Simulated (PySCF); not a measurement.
## Working out the ionisation energy of N+

N+ [He] 2s2 2p2 (3P) → N(2+) [He] 2s2 2p1 (2P). All numbers are calculated (PySCF 2.14, the non-relativistic Hamiltonian (point nucleus), in def2-TZVPPD (6s3p3d1f, 37 functions)). Frozen: nothing. Energies in hartree (1 hartree = 27.21139 eV):

```csv
part,N+ (lower),N(2+) (upper)
UHF,-53.892015,-52.818581
MP2 opposite-spin,-0.073736,-0.067616
MP2 same-spin,-0.013651,-0.004222
```

Task: What does Hartree-Fock give?

Result: (-52.818581) − (-53.892015) = 1.073434 hartree = 29.210 eV.

Task: What do MP2 and SCS-MP2 (6/5 opposite-spin, 1/3 same-spin) give?

Result: The opposite-spin parts differ by 0.167 eV and the same-spin parts by 0.257 eV. MP2: 29.210 + (0.167) + (0.257) = 29.634 eV. SCS-MP2: 29.210 + 1.2 × (0.167) + (0.257)/3 = 29.496 eV.

A first-order spin-orbit estimate adds -0.003 eV to MP2 (valence and next inner shell), giving 29.631 eV against 29.601 eV (semi-empirical (NIST evaluation); NIST Atomic Spectra Database, ionization energies).

What remains against the reference includes basis incompleteness and correlation beyond second order.
